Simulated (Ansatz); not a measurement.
CdH8N2Si2, SMILES `[NH2][Cd][N]([SiH3])[SiH3]`, 13 atoms. The species carries charge 0 and has multiplicity 1. Correlated methods include outer-core shells of Cd, which these sets cover unevenly. Cd: def2 effective core potential. All runs use 8 threads of an Intel Xeon on a shared host. Correlated methods freeze the cores.

Problem. Give the basis size and wall time and peak host memory of each of these runs in Ansatz. RKS LC-ωPBE/def2-TZVPP energy; RKS ωB97M-V/def2-SVP energy; RKS r2SCANh-D4/def2-TZVPP energy; RKS PBE0-D4/def2-SVP energy; RHF-MP2/def2-QZVPP energy; RKS HSE06 (plane-wave form)-D4/def2-TZVPP energy; RKS PBE0-D4/def2-TZVP relaxation (41 steps); RKS ωB97M-V/def2-QZVPP energy; RHF-CCSD(T)/def2-SVP energy; RKS BLYP-D4/def2-TZVPP energy; RKS PBE0-D4/def2-TZVP frequencies; RHF-MP2/def2-TZVPP energy. (An estimate is asked.)

Solution. Computed: Other jobs shared the machine, so times are rough.

| level | job | functions | wall time | peak host memory (GiB) |
| --- | --- | --- | --- | --- |
| RKS PBE0-D4/def2-SVP | energy | 135 | 3.2 s | 0.6 |
| RKS ωB97M-V/def2-SVP | energy | 135 | 8 s | 0.6 |
| RKS LC-ωPBE/def2-TZVPP | energy | 314 | 13 s | 0.74 |
| RKS BLYP-D4/def2-TZVPP | energy | 314 | 14 s | 0.5 |
| RKS HSE06 (plane-wave form)-D4/def2-TZVPP | energy | 314 | 17 s | 1.1 |
| RKS r2SCANh-D4/def2-TZVPP | energy | 314 | 18 s | 1.1 |
| RHF-MP2/def2-TZVPP | energy | 314 | 20 s | 0.95 |
| RKS ωB97M-V/def2-QZVPP | energy | 582 | 41 s | 3.4 |
| RHF-CCSD(T)/def2-SVP | energy | 135 | 45 s | 1.1 |
| RHF-MP2/def2-QZVPP | energy | 582 | 73 s | 4.4 |
| RKS PBE0-D4/def2-TZVP | frequencies | 224 | 7.2 min | 0.76 |
| RKS PBE0-D4/def2-TZVP | relaxation (41 steps) | 224 | 8.6 min | 0.83 |

LC-ωPBE has ω = 0.4 bohr⁻¹.
